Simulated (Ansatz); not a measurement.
`F[SiH](F)Br` + `[SiH3][O][InH2]` → `F[Si](F)(Br)[O][InH2]` + SiH₄  (redistribution)

Isolated molecules relaxed with PBE0-D4/def2-TZVP in Ansatz; ΔE leaves out vibrations. CCSD(T)/CBS adds triple-zeta CCSD(T) − MP2 to the extrapolated MP2 energy (def2 sets, frozen cores). This one scheme is used for every species. DFT in def2-TZVPP. Elements past krypton have def2 core potentials. For Br, In outer-core shells are correlated without core-valence functions, which leaves a few kJ/mol of doubt a bond. Scalar relativity is left out up to krypton. One conformer a species, not always the lowest.

```json
{"level": "PBE-D4", "ΔE (kcal/mol)": "-12.0", "difference from CCSD(T)/CBS": "0.3"}
{"level": "B97M-V", "ΔE (kcal/mol)": "-12.7", "difference from CCSD(T)/CBS": "-0.4"}
{"level": "r2SCAN0-D4", "ΔE (kcal/mol)": "-13.4", "difference from CCSD(T)/CBS": "-1.1"}
{"level": "BHLYP-D4", "ΔE (kcal/mol)": "-13.5", "difference from CCSD(T)/CBS": "-1.2"}
{"level": "CAM-B3LYP-D4", "ΔE (kcal/mol)": "-12.7", "difference from CCSD(T)/CBS": "-0.4"}
{"level": "BLYP", "ΔE (kcal/mol)": "-10.2", "difference from CCSD(T)/CBS": "2.1"}
{"level": "r2SCAN", "ΔE (kcal/mol)": "-12.6", "difference from CCSD(T)/CBS": "-0.3"}
{"level": "BHLYP", "ΔE (kcal/mol)": "-12.1", "difference from CCSD(T)/CBS": "0.2"}
{"level": "CAM-B3LYP", "ΔE (kcal/mol)": "-11.8", "difference from CCSD(T)/CBS": "0.5"}
{"level": "RPA@PBE/def2-TZVPP", "ΔE (kcal/mol)": "-12.1", "difference from CCSD(T)/CBS": "0.2"}
{"level": "HF/def2-SVP", "ΔE (kcal/mol)": "-14.1", "difference from CCSD(T)/CBS": "-1.8"}
{"level": "CCSD/def2-SVP", "ΔE (kcal/mol)": "-13.8", "difference from CCSD(T)/CBS": "-1.5"}
{"level": "CCSD(T)/def2-SVP", "ΔE (kcal/mol)": "-13.7", "difference from CCSD(T)/CBS": "-1.4"}
{"level": "SCS-MP2/def2-TZVPP", "ΔE (kcal/mol)": "-11.7", "difference from CCSD(T)/CBS": "0.6"}
{"level": "SCS-MP2/def2-QZVPP", "ΔE (kcal/mol)": "-11.4", "difference from CCSD(T)/CBS": "0.9"}
{"level": "MP2/CBS(def2)", "ΔE (kcal/mol)": "-11.7", "difference from CCSD(T)/CBS": "0.6"}
{"level": "CCSD(T)/CBS", "ΔE (kcal/mol)": "-12.3", "difference from CCSD(T)/CBS": "0"}
```

Largest T1 diagnostic among the species: 0.015.

From PBE to PBE0 (25 % exact exchange), in def2-TZVPP and without D4, ΔE moves by −0.9 kcal/mol. The D4 term adds −1.5 kcal/mol with B3LYP and −0.8 kcal/mol with PBE0; it sums over pairs of atoms, weighted by their polarisabilities, and B3LYP, whose exchange is more repulsive, gets the larger term.

B3LYP here is the variant with VWN-RPA as its local correlation; programs differ in this.
